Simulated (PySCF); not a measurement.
Electric field gradients and quadrupole coupling constants

Species: C5H12O2SSi.
Geometry (GFN2-xTB, Å), atoms numbered from 1 in this order:
```
atom  x, y, z in Å
C1    -2.9064   -1.4102    0.6529
S2    -1.1020   -1.6371    0.7778
Si3   -0.3928   -0.1733   -0.6064
O4    -1.3487    1.1536   -0.2234
C5    -1.2187    2.3127   -0.8222
O6    -0.4519    2.5541   -1.7025
C7     1.4553    0.1339   -0.2782
C8     1.6849    0.7558    1.1021
C9     2.2504   -1.1635   -0.4127
H10   -3.3465   -1.9714    1.4696
H11   -3.2531   -1.8005   -0.2983
H12   -3.1428   -0.3565    0.7465
H13   -0.7208   -0.5368   -1.9818
H14   -1.9252    3.0494   -0.4009
H15    1.8227    0.8381   -1.0309
H16    1.3330    0.0866    1.8850
H17    1.1614    1.7057    1.1950
H18    2.7464    0.9390    1.2595
H19    1.9049   -1.8949    0.3144
H20    2.1323   -1.5898   -1.4056
H21    3.3086   -0.9779   -0.2404
```

Field gradients from the PBE0/pcSseg-1 density (PySCF, non-relativistic), principal values in atomic units, ordered |Vxx| ≤ |Vyy| ≤ |Vzz|:

```json
{"atom": "S2", "Vxx": "0.0820", "Vyy": "2.1508", "Vzz": "-2.2328"}
{"atom": "O4", "Vxx": "-0.5356", "Vyy": "-0.7633", "Vzz": "1.2990"}
{"atom": "O6", "Vxx": "0.5403", "Vyy": "1.0661", "Vzz": "-1.6064"}
```

Find the asymmetry η = (Vxx − Vyy)/Vzz and the couplings χ = eQV/h (234.96 MHz × Q in barn × V in au), with Q(33S) = −0.0678 b, Q(17O) = −0.0256 b.

| atom | environment | nucleus | η | χzz (MHz) | χxx (MHz) | χyy (MHz) |
| --- | --- | --- | --- | --- | --- | --- |
| S2 | sulfur bonded to C and Si | 33S | 0.93 | 35.57 | -1.31 | -34.26 |
| O4 | oxygen singly bound to a carbonyl carbon | 17O | 0.18 | -7.81 | 3.22 | 4.59 |
| O6 | carbonyl oxygen | 17O | 0.33 | 9.66 | -3.25 | -6.41 |

At S2 η is above 0.9: Vyy and Vzz are nearly equal in size and opposite in sign, so a small change could swap them and flip the sign of χzz. The tensor is traceless: Vxx + Vyy + Vzz = 0.

What is Vzz at O4 in SI units (1 au = 9.71736 × 10²¹ V/m²)?

1.2990 au = 12.622 × 10²¹ V/m².

Were the hydrogens deuterons (Q(2H) = 0.00286 b), χzz would run from 109 kHz (H13) to 214 kHz (H10).

Isolated species at its GFN2-xTB geometry (one conformer only). GFN2-xTB bond lengths can be off by several hundredths of an ångström, more for odd bonds, and the gradients follow them. With so small a basis the couplings can be 20 % off.
